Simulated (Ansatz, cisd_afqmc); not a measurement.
Species: B, charge 0, doublet.

Total energies in cc-pVTZ, 3 correlated electrons, 1 frozen orbitals. UHF or UKS for unpaired electrons; spin-orbit terms are left out. Cores are frozen in correlated methods. No relativity. The Monte Carlo rows (phaseless AFQMC, CISD trial, step 0.005/hartree) carry one-sigma bars that omit the constraint's bias. Outlying blocks are dropped, and bars are widened where a walk drifts. Over all cases where full CI ran beside it in this data, AFQMC minus full CI had a median of +0.1 mEh and passed +0.4 mEh in a tenth of the cases. Full CI freezes restricted core orbitals and the other rows unrestricted ones, which leaves a small offset even where coupled cluster is exact.

```csv
method,program,energy (Eh),error against FCI (mEh)
HF,Ansatz,-24.53207,66.42
MP2,Ansatz,-24.57615,22.34
CCSD,Ansatz,-24.59679,1.71
CCSD(T),Ansatz,-24.59810,0.39
CCSDT,Ansatz,-24.59852,-0.03
AFQMC/CISD,cisd_afqmc,-24.5983 ± 0.0001,0.2 ± 0.1
FCI,Ansatz,-24.59849,0.00
```

Ansatz is a program for electronic structure.
